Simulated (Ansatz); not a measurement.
Born–Oppenheimer molecular dynamics of AlF₂H₄NS (9 atoms, charge 0, multiplicity 1). It starts at the highest image of a converged band, a first-order saddle point between two minima.

These are results of RHF/6-31G* (Ansatz), not measurements.

```json
{"ensemble": "NVE (velocity Verlet)", "time step": "0.5 fs", "steps asked": "200", "starting velocities drawn for": "100 K", "seed": "10856"}
```

First frame:

```xyz
9
Properties=species:S:1:pos:R:3
Al -0.028 0.279 0.184
N -0.033 0.079 2.048
H -0.804 -0.391 2.487
H 0.810 -0.199 2.516
F 1.424 0.046 -0.539
F -1.405 -0.206 -0.563
S -0.275 2.634 0.782
H -1.600 2.698 0.721
H -0.200 1.578 1.881
```

Q: What does the run give?

A: The run went to its last step.

```
steps done                                               : 200
time covered                                             : 100 fs
mean temperature over the second half                    : 590 K
spread of the potential energy over the second half      : 5.9 meV per atom
mean potential energy of the second half above the start : -49.2 meV per atom
```

The conserved energy stayed within 0.12 meV per atom of its start (net change 0.071 meV per atom), so the integration is sound. The kinetic energy rose, since the run started high on the potential surface and went downhill. It ends in pieces (AlF2H2N + H2S), so much of that is their flight and rotation, not heat. A run of 0.1 ps of so small a system gives no equilibrium averages. The orbitals stay closed-shell, which can raise the energy where a bond breaks towards radicals; this wasn't checked here.

Q: What happens to the structure?

A: Between its relaxed ends the band would form N2–H9 and break S7–H9. These pairs go: N2–H9 1.52 → 4.37 Å, S7–H9 1.53 → 1.33 Å. In the last frame they stand as before the step (other bonds may differ from the relaxed reactants and products). Also parted: Al1–S7 2.44 → 3.22 Å. It ends as AlF2H2N + H2S. Pairs count as bonded within 1.25 times the sum of covalent radii (0.12 Å more for H–H). This is one draw of velocities; another would differ in detail.

Q: How do temperature and energy run in time?

A: 
```tsv
time (fs)	T (K)	potential energy less start (eV)	conserved less start (meV/atom)
0	100	0.000	0.00
8	67	0.030	0.04
16	41	0.055	0.09
24	126	-0.023	0.10
32	366	-0.240	0.07
40	508	-0.369	0.02
48	557	-0.413	0.02
56	669	-0.514	0.04
64	663	-0.509	0.09
72	603	-0.454	0.09
80	529	-0.387	0.04
88	541	-0.399	0.01
96	561	-0.416	0.03
```

Run time: 11 min on 1 thread of Arm Neoverse N1 (shared host), peak memory 0.17 GiB.
